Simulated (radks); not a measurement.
Q: The mean radii <r> (bohr) of the occupied orbitals of an atom or ion are listed with their occupations. Method: Dirac Kohn-Sham, LDA (Slater exchange, Perdew-Wang correlation), spin-unpolarised, spherical densities, point nucleus; computed with a radial shooting solver on a logarithmic mesh with Libxc functionals.

| orbital | occ. | <r> |
|---|---|---|
| 1s1/2 | 2 | 0.02509 |
| 2s1/2 | 2 | 0.1071 |
| 2p1/2 | 2 | 0.08994 |
| 2p3/2 | 4 | 0.09604 |
| 3s1/2 | 2 | 0.2852 |
| 3p1/2 | 2 | 0.2749 |
| 3p3/2 | 4 | 0.2870 |
| 3d3/2 | 4 | 0.2579 |
| 3d5/2 | 6 | 0.2617 |
| 4s1/2 | 2 | 0.6545 |
| 4p1/2 | 2 | 0.6748 |
| 4p3/2 | 4 | 0.7022 |
| 4d3/2 | 4 | 0.7625 |
| 4d5/2 | 6 | 0.7723 |
| 5s1/2 | 2 | 1.554 |
| 5p1/2 | 2 | 1.744 |
| 5p3/2 | 4 | 1.825 |
| 5d3/2 | 1 | 2.750 |
| 6s1/2 | 1 | 4.012 |

Name the element and its charge. Open shells, if any, fill j = l - 1/2 first.

A: Z = 57, lanthanum, charge +1: La+ in [Xe] 5d1 6s1. The 1s radius gives Z: for a bare nucleus <r> = (2 gamma + 1)/(2Z) with gamma = sqrt(1 - (Z/c)^2), 0.02473 bohr for Z = 57, and screening makes it slightly larger (0.02509 here). The occupations add up to 56, and the charge is Z minus that.
